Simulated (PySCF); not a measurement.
Molecule: `C=CC(=O)C(C)(C)C`, C₇H₁₂O.

Atom-mapped SMILES (the numbers label the heavy atoms): `[CH2:1]=[CH:2][C:3](=[O:4])[C:5]([CH3:6])([CH3:7])[CH3:8]` (H(Xn): hydrogen on atom n). Ha(C1) is cis to C3; Hb(C1) is trans to C3.

Geometry PBE0-D3(BJ)/def2-SVP throughout; GIAO in PySCF 2.14.0 with density-fitted response routines, gas phase, one conformer, non-relativistic; equivalent atoms averaged; functional PBE0.

**Question.** How do the shifts δ (against TMS at the same level) depend on the basis set? (a selection of nuclei; ppm; last column core-seconds on shared hosts with different chips, so compare them loosely)

**Answer.** 
```tsv
basis set	functions	C3	C2	C1	C5	C6/C7/C8	H(C2)	Ha(C1)	Hb(C1)	H(C6)/H(C7)/H(C8)	core-s
STO-3G	52	136.0	110.2	108.8	41.3	25.4	6.33	6.32	5.59	1.04	6.6
pcSseg-0	96	217.6	141.6	145.9	44.3	29.3	6.93	7.40	6.30	1.28	8.8
6-31G	96	197.2	127.7	128.7	43.5	26.9	7.24	7.33	6.12	1.25	14
6-31G*	136	190.6	124.0	127.2	40.9	25.5	6.78	6.81	5.76	1.10	21
cc-pVDZ	172	197.8	129.6	131.4	45.5	26.9	6.82	6.88	5.82	1.01	20
def2-SVP	172	197.7	128.7	131.2	41.5	26.2	6.79	6.88	5.79	0.98	19
pcSseg-1	196	205.5	136.0	139.3	43.6	27.1	6.86	7.04	6.06	1.07	28
6-311+G(2d,p)	288	204.4	134.2	136.0	45.0	25.9	7.03	7.06	5.90	1.04	68
aug-cc-pVDZ	292	199.8	129.8	130.6	45.6	25.6	7.19	7.15	6.00	1.13	50
def2-TZVP	320	206.0	135.6	137.2	45.4	26.8	7.09	7.03	5.91	1.05	57
```

**Question.** Which nucleus among those listed moves most, in ppm?

**Answer.** C3 (ketone carbonyl carbon): from 136.0 ppm with STO-3G to 217.6 ppm with pcSseg-0. The smallest spread is 0.30 ppm, at H(C6)/H(C7)/H(C8). Proton shifts span only some 12 ppm, so a few tenths of a ppm matter as much there as several ppm in carbon.

**Question.** Taking the largest basis, def2-TZVP (320 functions), as the yardstick, rank the others by their worst heavy-atom deviation.

**Answer.** 6-311+G(2d,p) 1.7 ppm (288 functions), pcSseg-1 2.0 ppm (196 functions), aug-cc-pVDZ 6.7 ppm (292 functions), cc-pVDZ 8.2 ppm (172 functions), def2-SVP 8.3 ppm (172 functions), 6-31G 8.8 ppm (96 functions), pcSseg-0 11.6 ppm (96 functions), 6-31G* 15.4 ppm (136 functions), STO-3G 70.0 ppm (52 functions).

A small basis that lands close on one nucleus may do so by chance; judge by the trend and by all nuclei.
